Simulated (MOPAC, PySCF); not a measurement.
CH$_{4}$SSi, SMILES `C[Si]S` (lower singlet; C–Si–S–H torsion 180°), neutral singlet in the gas phase. This singlet lies 1.60 eV below the relaxed triplet at the level frozen-core CCSD(T)/cc-pVTZ // PBE0-D3(BJ)/def2-SVP (Ansatz).

Cartesian coordinates (Å):
```xyz
7

C     -1.0896    -0.0306    -0.0161
Si     0.5049    -0.0441    -1.0698
S      1.8499     0.0754     0.5976
H     -1.9801    -0.1142    -0.6576
H     -1.1715     0.9050     0.5639
H     -1.1056    -0.8633     0.7078
H      2.9921     0.0718    -0.1257
```
Charge 0, multiplicity 1.

All levels are single points at this geometry (PBE0-D3(BJ)/def2-SVP); Pople sets use spherical d functions. Orbital energies aren't observables, and empty levels follow the basis.

| level | HOMO (eV) | LUMO (eV) | gap (eV) | dipole (D) | vertical IE, Delta-SCF (eV) |
|---|---|---|---|---|---|
| ωB97X-D3(BJ)/def2-TZVP in PySCF | -8.76 | -0.15 | 8.61 | 0.50 | – |
| B3LYP/6-31G* in PySCF | -6.23 | -2.28 | 3.94 | 0.58 | 8.58 |
| B3LYP/LANL2DZ in PySCF | -6.25 | -2.51 | 3.74 | 0.72 | – |
| HF/3-21G in PySCF | -8.94 | 0.71 | 9.66 | 1.60 | – |
| PM3 in MOPAC | -8.33 | -1.97 | 6.36 | 0.40 | – |
| PM6 in MOPAC | -7.65 | -1.46 | 6.19 | 1.48 | – |
